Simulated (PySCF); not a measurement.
Electron correlation in Ru (ruthenium, neutral)

[Kr] 4d6 5s2, high-spin 5D determinant (an excited configuration). Calculation: PySCF 2.14, in def2-TZVPPD with the def2 core potential (28 electrons); a scalar-relativistic core potential. Frozen: nothing; 16 electrons correlated.

MP2 pair energies summed by pair of shells (mhartree):

| pair | energy | share (%) |
| --- | --- | --- |
| 4p-4d | -161.54 | 34.1 |
| 4d-4d | -104.01 | 21.9 |
| 4p-4p | -68.01 | 14.3 |
| 4d-5s | -50.65 | 10.7 |
| 4s-4p | -28.06 | 5.9 |
| 4s-4d | -19.96 | 4.2 |
| 5s-5s | -18.93 | 4.0 |
| 4p-5s | -17.70 | 3.7 |
| 4s-4s | -4.40 | 0.9 |
| 4s-5s | -1.03 | 0.2 |

Total MP2 correlation energy: -474.29 mhartree.

Same-spin part -156.96 and opposite-spin part -317.33 mhartree; SCS-MP2 scales them by 1/3 and 6/5 to -433.12 mhartree.

The basis has no tight functions for the innermost shells, so their pair energies are far from complete.

This basis was not built for core-valence correlation, so the inner-shell part is incomplete.
